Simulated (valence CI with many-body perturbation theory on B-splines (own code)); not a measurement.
**Hyperfine factors and g values of Pb I**

Computed by valence CI with perturbative core correlation (CI+MBPT): four valence electrons over a frozen Dirac-Fock core [Xe] 4f14 5d10, radial functions for each j: 11 s, 11 p, 9 d, 7 f, 5 g, 2 h, 1 i, with the one-electron correlation potential Σ1, the two-electron term Σ2, the three-electron term Σ3, Breit, model QED; selected CI, second order for the rest, scaled by the run's own slope (own B-spline code, finite nucleus).

Set against measurement, 21 paired levels are off by 151 cm⁻¹ on average, the worst by 460. These come from a selection out of the NIST Handbook of Basic Atomic Spectroscopic Data. Levels without a partner in it may be off by more.

A/g_I is the dipole constant over the nuclear g factor μ/I (μ in nuclear magnetons, uniformly magnetised nucleus), B/Q the quadrupole constant per barn. Both hold the static response of the core; the bare values leave it out. Large factors of s and p1/2 electrons are usually good to 5 to 10 %; those of open d and f shells near neutrality can be off by tens of per cent, and small factors of p3/2, d and f electrons come from cancelling terms and can be off by a factor of two or in sign, in half-filled shells by more. B is blank for J = 1/2, where it vanishes, and for nearly pure S terms. Energies count from the lowest level. Levels with J = 0 are left out.

Levels are named by their leading jj configuration (3d3/2^4 stands for four electrons in 3d with j = 3/2), which in mixed levels can hold well under half, so a name can repeat and another be missing.

```
                 Level  E (eV)      g  A/g_I (MHz)  A/g_I bare  B/Q (MHz/b)  B/Q bare
(6s^2 6p1/2 6p3/2) J=1   1.006  1.501        -2040       -1980          741       588
(6s^2 6p1/2 6p3/2) J=2   1.349  1.269         2120        1860         49.7      3.41
    (6s^2 6p3/2^2) J=2   2.717  1.232          420         353         1310      1080
   (6s^2 6p1/2 7s) J=1   4.389  1.350         7300        6740         -124      -102
(6s^2 6p1/2 7p1/2) J=1   5.312  0.671         5610        5190        -9.95     -8.21
(6s^2 6p1/2 7p3/2) J=1   5.532  1.470        -2440       -2260         41.5      32.3
(6s^2 6p1/2 7p3/2) J=2   5.548  1.173         2680        2460         54.5      40.4
(6s^2 6p1/2 6d3/2) J=2   5.627  0.791         2550        2350        -28.8     -42.0
(6s^2 6p1/2 6d5/2) J=2   5.704  1.251        -1420       -1300        -34.6     -47.9
(6s^2 6p1/2 6d3/2) J=1   5.713  0.841        -2560       -2360         41.0      25.4
(6s^2 6p1/2 6d5/2) J=3   5.737  1.120         1730        1590         -176      -165
   (6s^2 6p1/2 8s) J=1   6.022  1.330         5710        5270         30.0      24.4
   (6s^2 6p3/2 7s) J=2   6.029  1.495         1520        1340         1740      1400
   (6s^2 6p3/2 7s) J=1   6.167  1.102         -512        -562          889       718
(6s^2 6p1/2 8p1/2) J=1   6.335  0.673         5450        5040        -4.36     -3.60
(6s^2 6p1/2 8p3/2) J=1   6.409  1.484        -2590       -2390         15.4      12.1
(6s^2 6p1/2 8p3/2) J=2   6.412  1.168         2670        2470         34.3      26.8
(6s^2 6p1/2 7d3/2) J=2   6.445  0.801         2580        2380        -7.45     -12.0
(6s^2 6p1/2 7d5/2) J=2   6.471  1.251        -1500       -1390        -4.98     -11.9
(6s^2 6p1/2 7d5/2) J=3   6.485  1.114         1770        1630        -44.0     -44.4
(6s^2 6p1/2 7d3/2) J=1   6.498  0.831        -2510       -2310         34.4      25.3
(5f7/2 6s^2 6p1/2) J=3   6.537  1.201        -1190       -1100        -18.0     -17.0
(5f5/2 6s^2 6p1/2) J=2   6.538  0.886        -1770       -1630        -14.5     -13.6
(5f5/2 6s^2 6p1/2) J=3   6.539  0.826         1650        1520        -24.7     -22.6
(5f7/2 6s^2 6p1/2) J=4   6.539  1.085         1340        1240        -35.1     -31.1
   (6s^2 6p1/2 9s) J=1   6.612  1.331         5540        5120        -8.76     -7.33
(6s^2 6p1/2 9p1/2) J=1   6.753  0.676         5400        4990        -2.44     -2.01
```

Problem. Take the isotope of mass number 207, with I = 1/2, μ = 0.5906 μN. What is the hyperfine structure of (6s^2 6p1/2 6p3/2) J=1?

Solution. From the table A = -2410 MHz. Shifts from the centre of gravity in MHz: F = 1/2: 2410, F = 3/2: -1200.
